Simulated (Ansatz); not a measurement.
Isolated molecules relaxed with PBE0-D4/def2-TZVP in Ansatz; ΔE leaves out vibrations. CCSD(T)/CBS is the MP2 limit (def2-TZVPP, def2-QZVPP) plus CCSD(T) − MP2 in def2-TZVPP, frozen cores. DFT in def2-TZVPP. def2 core potentials past Kr. For In, Se outer-core shells are correlated without core-valence functions, which leaves a few kJ/mol of doubt a bond. Scalar relativity is left out up to krypton. One conformer a species, not always the lowest.

Reaction (redistribution): `NB(F)[SeH]` + `[F][InH][F]` → `FB[SeH]` + `[NH2][In]([F])[F]`

CCSD(T)/CBS gives +107.4 kJ/mol.

Another level gave +108.0 kJ/mol. Which?
A. revPBE/def2-TZVPP
B. PBE/def2-TZVPP
C. r2SCAN-D4/def2-TZVPP
D. LDA (SPW92)/def2-TZVPP

A. revPBE 108.0, r2SCAN-D4 120.4, LDA (SPW92) 133.6, PBE 113.9 kJ/mol.

Largest T1 diagnostic among the species: 0.017.

At CCSD(T), def2-SVP lies +16.6 kJ/mol from the extrapolated value and def2-TZVPP +3.0 kJ/mol. In def2-TZVPP, CCSD(T) changes the Hartree–Fock value by −12.5 kJ/mol (the triples alone add −3.0 kJ/mol) and MP2 by −14.4 kJ/mol.
